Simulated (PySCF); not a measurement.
## Tin: a sound run and one with changed settings

Sound run: Sn [Kr] 4d10 5s2 5p2, Sn⁺ [Kr] 4d10 5s2 5p1. All numbers are calculated (PySCF 2.14, scalar relativity through the core potential, in def2-SVP with the def2 core potential (28 electrons)). In the sound run the correlated levels freeze 4s2 4p6 4d10 outside the core potential. The sound run starts from symmetry-adapted Hartree-Fock orbitals and uses a fine grid where one is needed.

A second run was set up differently.

```tsv
species	method	sound run (hartree)	changed run (hartree)	converged
Sn	MP2	-213.37040	-213.33930	yes
Sn	CCSD(T)	-213.38486	-213.34075	yes
```

Ionisation energy of Sn:

| method | sound run (eV) | changed run (eV) |
| --- | --- | --- |
| UHF | 6.853 | 6.853 |
| MP2 | 7.058 | 6.939 |
| SCS-MP2 | 7.005 | 6.882 |
| CCSD | 7.079 | 6.979 |
| CCSD(T) | 7.085 | 6.979 |
| CCSDT | n/a | 6.979 |
| FCI | n/a | 6.979 |

Q: What was changed?
A. a valence shell is frozen
B. basis contracted for another Hamiltonian
C. minimal basis
D. all electrons correlated in a valence basis

A: A. Freezing a valence shell removes pair correlation that changes on ionisation.
